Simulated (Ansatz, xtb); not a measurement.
Relative energy of two isomers of C5H11FO

Structure a is `C[C@@H](O)C[C@@H](C)F`, a singlet and structure b is `CC(C)O[C@H](C)F`, a singlet. Both are isolated molecules in the gas phase, relaxed with B3LYP-D3(BJ)/def2-SVP; the shapes shown needn't be the lowest conformers.

a (Å):

```yaml
atoms:
  - { symbol: C, position_ang: [-1.2503, -1.9980, 1.2116] }
  - { symbol: C, position_ang: [-0.7054, -2.1181, -0.2135] }
  - { symbol: C, position_ang: [0.7345, -1.5946, -0.3715] }
  - { symbol: C, position_ang: [0.9722, -0.1867, 0.1540] }
  - { symbol: C, position_ang: [2.3174, 0.3984, -0.2225] }
  - { symbol: F, position_ang: [-0.0326, 0.6649, -0.3621] }
  - { symbol: O, position_ang: [-1.5760, -1.5108, -1.1491] }
  - { symbol: H, position_ang: [-2.2472, -2.4594, 1.2655] }
  - { symbol: H, position_ang: [-1.3574, -0.9411, 1.5037] }
  - { symbol: H, position_ang: [-0.5941, -2.4960, 1.9447] }
  - { symbol: H, position_ang: [-0.6885, -3.1876, -0.4853] }
  - { symbol: H, position_ang: [-1.4620, -0.5543, -1.0505] }
  - { symbol: H, position_ang: [0.9871, -1.6305, -1.4443] }
  - { symbol: H, position_ang: [1.4369, -2.2669, 0.1506] }
  - { symbol: H, position_ang: [0.8430, -0.1624, 1.2495] }
  - { symbol: H, position_ang: [3.1308, -0.2054, 0.2089] }
  - { symbol: H, position_ang: [2.4377, 0.4126, -1.3168] }
  - { symbol: H, position_ang: [2.4098, 1.4276, 0.1547] }
```

b (Å):

```xyz
18

C    -0.5286   -2.3021    0.6009
C     0.2614   -1.0392    0.9100
C     1.7278   -1.1425    0.5015
C    -0.3507    1.2747    0.7956
C    -1.2926    2.2008    0.0647
F     0.9403    1.8126    0.7284
O    -0.3871    0.0348    0.2131
H    -0.5182   -2.4978   -0.4830
H    -1.5761   -2.1940    0.9199
H    -0.0909   -3.1714    1.1149
H     0.2015   -0.8288    1.9965
H     2.2144   -1.9833    1.0208
H     2.2645   -0.2159    0.7428
H     1.8037   -1.3129   -0.5842
H    -0.5781    1.2096    1.8797
H    -1.2289    3.2149    0.4835
H    -1.0138    2.2307   -0.9988
H    -2.3260    1.8356    0.1509
```

Quicker runs give these differences E(b) − E(a): GFN2-xTB −4.30 kcal/mol; HF/STO-3G −8.38 kcal/mol (at GFN2-xTB geometries); r2SCAN-D4/def2-SVP −2.74 kcal/mol (at GFN2-xTB geometries).

Estimate E(b) − E(a) at the level CCSD(T)/def2-SVP + ΔMP2/def2-TZVPP.

Too close to call at this level: CCSD(T)/def2-SVP + ΔMP2/def2-TZVPP gives E(b) − E(a) = −0.06 kcal/mol.

Level by level:

```csv
level,geometry,E(b) − E(a) (kcal/mol),departure from the last row (kcal/mol),"job, with rough time for the two"
GFN2-xTB,GFN2-xTB,−4.30,−4.24,"optimisation, 0.16 s"
HF/STO-3G,GFN2-xTB,−8.38,−8.31,"single point, 0.32 s"
r2SCAN-D4/def2-SVP,GFN2-xTB,−2.74,−2.68,"single point, 3.3 s"
B3LYP-D3(BJ)/def2-SVP,B3LYP-D3(BJ)/def2-SVP,−2.16,−2.10,"optimisation, 28 s"
HF/def2-SVP,B3LYP-D3(BJ)/def2-SVP,−3.85,−3.79,part of the CCSD(T) run
MP2/def2-SVP,B3LYP-D3(BJ)/def2-SVP,−0.99,−0.93,part of the CCSD(T) run
CCSD(T)/def2-SVP,B3LYP-D3(BJ)/def2-SVP,−1.62,−1.56,single point
CCSD(T)/def2-SVP + ΔMP2/def2-TZVPP,B3LYP-D3(BJ)/def2-SVP,−0.06,,"single point, 92 s"
```

As drawn, b has 1 C–O, 1 C–H in place of 1 C–C, 1 O–H.

The largest departure from CCSD(T)/def2-SVP + ΔMP2/def2-TZVPP is that of HF/STO-3G, 8.31 kcal/mol. The last row adds to CCSD(T) the change of the MP2 difference between the two basis sets, here +1.56 kcal/mol.

With thermal terms from frequencies at re-optimised GFN2-xTB minima (ideal gas, soft modes damped towards free rotors, one conformer each, 298.15 K, 1 atm): the zero-point term adds −0.72 kcal/mol; ΔH is −0.54 and ΔG −1.15 kcal/mol.

The correlated steps freeze 7 core orbitals. Run with Ansatz 0.2.0, xtb 6.7.1; the last row on 4 threads of Arm Neoverse V2 on a shared host.
